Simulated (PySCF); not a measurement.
## Ionisation energy of Ne+ by level of theory

Ne+ [He] 2s2 2p5 (2P) → Ne(2+) [He] 2s2 2p4 (3P), as a difference of total energies. Computed with PySCF 2.14 in dyall-av3z (15s9p3d2f, 71 functions), with scalar relativity by spin-free X2C-1e. Correlated levels: valence: 1s2 frozen; virtual orbitals above 40 to 60 times the deepest correlated orbital energy dropped. The calculations carry no spin-orbit coupling.

```json
{"method": "UHF", "ionisation energy (eV)": "39.254"}
{"method": "LDA", "ionisation energy (eV)": "41.434"}
{"method": "PBE", "ionisation energy (eV)": "41.131"}
{"method": "PBE0", "ionisation energy (eV)": "40.993"}
{"method": "r2SCAN", "ionisation energy (eV)": "41.127"}
{"method": "BLYP", "ionisation energy (eV)": "41.190"}
{"method": "r2SCANh", "ionisation energy (eV)": "41.069"}
{"method": "M06-2X", "ionisation energy (eV)": "41.040"}
{"method": "LC-wPBE", "ionisation energy (eV)": "41.300"}
{"method": "MP2 (valence)", "ionisation energy (eV)": "40.777"}
{"method": "SCS-MP2 (valence)", "ionisation energy (eV)": "40.774"}
```

Errors of the correlated levels include the incompleteness of this basis and the frozen core.

Q: Which method comes closest to the reference value, and which is furthest?

A: The reference is 40.963 eV (measured; NIST Atomic Spectra Database, ionization energies). Closest: PBE0 (error 0.030 eV); furthest: UHF (error -1.709 eV).
